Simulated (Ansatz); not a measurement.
`O=CC(F)BF` → `FB(F)C1CO1`  (isomerisation)

Calculated with Ansatz (gas phase, PBE0-D4/def2-TZVP geometries, no zero-point term in ΔE). CBS: MP2 limit from def2 TZ/QZ plus the TZ coupled-cluster correction, frozen cores. DFT in def2-TZVPP. B3LYP here is the variant with VWN-RPA as its local correlation; programs differ in this. One conformer a species, not always the lowest.

```json
{"level": "PBE-D4", "ΔE (kJ/mol)": "-153.1", "difference from CCSD(T)/CBS": "6.0"}
{"level": "r2SCAN-D4", "ΔE (kJ/mol)": "-160.1", "difference from CCSD(T)/CBS": "-1.0"}
{"level": "PBE0-D4", "ΔE (kJ/mol)": "-162.2", "difference from CCSD(T)/CBS": "-3.1"}
{"level": "B3LYP-D4", "ΔE (kJ/mol)": "-143.9", "difference from CCSD(T)/CBS": "15.2"}
{"level": "ωB97X-V", "ΔE (kJ/mol)": "-154.9", "difference from CCSD(T)/CBS": "4.2"}
{"level": "ωB97M-V", "ΔE (kJ/mol)": "-155.1", "difference from CCSD(T)/CBS": "4.0"}
{"level": "B2PLYP", "ΔE (kJ/mol)": "-151.0", "difference from CCSD(T)/CBS": "8.1"}
{"level": "PBE", "ΔE (kJ/mol)": "-153.2", "difference from CCSD(T)/CBS": "5.9"}
{"level": "r2SCAN", "ΔE (kJ/mol)": "-160.2", "difference from CCSD(T)/CBS": "-1.1"}
{"level": "PBE0", "ΔE (kJ/mol)": "-162.3", "difference from CCSD(T)/CBS": "-3.2"}
{"level": "B3LYP", "ΔE (kJ/mol)": "-143.9", "difference from CCSD(T)/CBS": "15.2"}
{"level": "HF/def2-TZVPP", "ΔE (kJ/mol)": "-137.4", "difference from CCSD(T)/CBS": "21.7"}
{"level": "MP2/def2-TZVPP", "ΔE (kJ/mol)": "-170.7", "difference from CCSD(T)/CBS": "-11.6"}
{"level": "SCS-MP2/def2-TZVPP", "ΔE (kJ/mol)": "-159.5", "difference from CCSD(T)/CBS": "-0.4"}
{"level": "CCSD/def2-TZVPP", "ΔE (kJ/mol)": "-157.6", "difference from CCSD(T)/CBS": "1.5"}
{"level": "CCSD(T)/def2-TZVPP", "ΔE (kJ/mol)": "-157.8", "difference from CCSD(T)/CBS": "1.3"}
{"level": "HF/def2-QZVPP", "ΔE (kJ/mol)": "-138.2", "difference from CCSD(T)/CBS": "20.9"}
{"level": "MP2/def2-QZVPP", "ΔE (kJ/mol)": "-171.7", "difference from CCSD(T)/CBS": "-12.6"}
{"level": "SCS-MP2/def2-QZVPP", "ΔE (kJ/mol)": "-160.6", "difference from CCSD(T)/CBS": "-1.5"}
{"level": "HF/CBS(def2)", "ΔE (kJ/mol)": "-138.3", "difference from CCSD(T)/CBS": "20.8"}
{"level": "MP2/CBS(def2)", "ΔE (kJ/mol)": "-171.9", "difference from CCSD(T)/CBS": "-12.8"}
{"level": "CCSD/CBS(def2)", "ΔE (kJ/mol)": "-158.8", "difference from CCSD(T)/CBS": "0.3"}
{"level": "CCSD(T)/CBS", "ΔE (kJ/mol)": "-159.1", "difference from CCSD(T)/CBS": "0"}
```

Largest T1 diagnostic among the species: 0.015.

In def2-TZVPP, CCSD(T) changes the Hartree–Fock value by −20.4 kJ/mol (the triples alone add −0.3 kJ/mol) and MP2 by −33.3 kJ/mol. From PBE to PBE0 (25 % exact exchange), in def2-TZVPP and without D4, ΔE moves by −9.1 kJ/mol.
